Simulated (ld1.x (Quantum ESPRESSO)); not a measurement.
Building the RRKJ potential for Ca (Z = 20) (PBE, scalar-relativistic).

Ca (Z = 20), norm-conserving RRKJ (Kleinman–Bylander form), made with ld1.x (Quantum ESPRESSO) 7.5 (PBE, scalar-relativistic). Core [Ar], reference 3d0 4s1 4p1. Waves: 4p (bound): rc 4.20 bohr; 3d (bound, empty): rc 2.95 bohr; 4s (bound): rc 2.75 bohr. Local part: the s channel. Core correction: Bessel-smoothed model core inside 1.55 bohr. rho0 = 0.005.

- Cutoffs needed: 6 Ry and 10 Ry (the cutoffs (Ry, on a coarse ladder) from which the occupation-weighted sum of valence levels, in a spherical-Bessel basis at the reference potential, stays within 10 and 1 mRy of its value at 400 Ry) The cutoffs count occupied waves only; the empty 3d level needs 18 Ry at the loose tolerance.
- Ghost test: no extra level below or beside the all-electron valence levels (p, d, s, f tested) (spherical-Bessel basis up to 400 Ry, 20 bohr box)
- Largest excitation error: -54 meV (all-electron minus pseudo) for 3d1 4s1 4p0, out of 7 test configurations
